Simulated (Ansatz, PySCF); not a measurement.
This Ansatz (a first-principles code) input computes a CCSD(T)/cc-pVDZ energy:

Ansatz 0.2 input:
```yaml
crystal:
  periodic: [false, false, false]
  atoms:
    - {symbol: B, position_ang: [-0.01069859, -0.00058005, -0.00039487]}
    - {symbol: F, position_ang: [0.52321272, 1.21310433, 0.03139084]}
    - {symbol: F, position_ang: [0.66500112, -0.96480943, -0.61096262]}
    - {symbol: N, position_ang: [-1.21669470, -0.28829682, 0.70891253]}
    - {symbol: H, position_ang: [-2.12356873, -0.21367615, 0.25573275]}
basis:
  gaussian:
    orbitals: cc-pVDZ
magnetization: {spin_polarized: true, initial_magnetization: 1}
correlation: {method: ccsd_t, electrons: outside_noble_gas}
```

Q: Write an input for the same energy in PySCF and say what it gives.

A: 
```python
from pyscf import gto, scf, mp, cc as ccmod

mol = gto.M(
    atom='''
    B    -0.01069859   -0.00058005   -0.00039487
    F     0.52321272    1.21310433    0.03139084
    F     0.66500112   -0.96480943   -0.61096262
    N    -1.21669470   -0.28829682    0.70891253
    H    -2.12356873   -0.21367615    0.25573275
    ''',
    basis='cc-pvdz',
    charge=0,
    spin=1,
    verbose=4,
)

mf = scf.UHF(mol)
mf.conv_tol = 1e-10
mf.max_cycle = 100
mf.kernel()
mo, _, stable, _ = mf.stability(return_status=True)
if not stable:
    mf.kernel(mf.make_rdm1(mo, mf.mo_occ))
mp2 = mp.MP2(mf, frozen=4).run()
cc = ccmod.CCSD(mf, frozen=4)
cc.max_cycle = 100
cc.kernel()
et = cc.ccsd_t()
print(f'E(CCSD(T)) = {cc.e_tot + et:.9f}')
```
It gives -279.32740 Eh, and Ansatz -279.32740 Eh, a difference of 0.00 mEh.

It need not be the lowest isomer of its formula.
